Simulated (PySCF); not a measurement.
Bonds (- single, = double, # triple, : aromatic): C1-C2 1.492 Å, C2-F3 1.371 Å, C2=C4 1.310 Å, C4-C5 1.480 Å, C5=C6 1.315 Å, C6-F7 1.306 Å, C6-C4 1.443 Å. C1 carries H8, H9, H10; C5 carries H11. Stereochemistry as in C/C(F)=C1C=C\1F.

- NMR shieldings at PBE0/pcSseg-1/GIAO
- GFN2-xTB structure
- program: PySCF
- averaged over atoms made equivalent by symmetry, fast rotation or ring inversion, one computed conformer, no solvent, non-relativistic

Referencing at the same level of theory: TMS for ¹³C and ¹H; CFCl3 for ¹⁹F.

```json
{"atoms": "H8/H9/H10", "nucleus": "¹H", "count": "3", "δ (ppm)": "2.12"}
{"atoms": "C4", "nucleus": "¹³C", "count": "1", "δ (ppm)": "?"}
{"atoms": "H11", "nucleus": "¹H", "count": "1", "δ (ppm)": "5.74"}
{"atoms": "F3", "nucleus": "¹⁹F", "count": "1", "δ (ppm)": "-165.5"}
{"atoms": "C6", "nucleus": "¹³C", "count": "1", "δ (ppm)": "?"}
{"atoms": "C1", "nucleus": "¹³C", "count": "1", "δ (ppm)": "19.0"}
{"atoms": "F7", "nucleus": "¹⁹F", "count": "1", "δ (ppm)": "?"}
{"atoms": "C5", "nucleus": "¹³C", "count": "1", "δ (ppm)": "93.5"}
{"atoms": "C2", "nucleus": "¹³C", "count": "1", "δ (ppm)": "135.1"}
```

Fill in the missing shifts.

Results:


- C6: 166.2 ppm, fully substituted alkene carbon
- C4: 106.3 ppm, fully substituted alkene carbon; an sp2 carbon of a C=C bond
- F7: -119.5 ppm, vinylic fluorine

Shifts are as computed. Against solution values, carbons near 30 ppm lie about +3 ppm off and those near 130 ppm about +5 ppm. Of 1309 compounds with measured shifts, 239 miss one by over three times the rms of a fit or turn the order of signals round; such compounds aren't used in these exercises. Unscaled 19F shifts against computed CFCl3 carry errors that often reach 10 to 50 ppm.
